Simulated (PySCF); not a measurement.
# Excitation energy of C by level of theory

C [He] 2s2 2p2 (3P) → C [He] 2s1 2p3 (5S), as a difference of total energies. Computed with PySCF 2.14 in aug-cc-pVTZ (5s4p3d2f, 46 functions), with no relativity, point nucleus. Correlated levels: valence: 1s2 frozen. The calculations carry no spin-orbit coupling.

Problem. Order these methods by the excitation energy they give, lowest first.
A. CCSD(T) (valence)
B. CCSD (valence)
C. MP2 (valence)
D. SCS-MP2 (valence)

Solution. C (3.690 eV), B (4.051 eV), A (4.101 eV), D (4.249 eV).

Errors of the correlated levels include the incompleteness of this basis and the frozen core.

For comparison: 4.179 eV (measured; NIST levels, between the centres of gravity of the two terms).
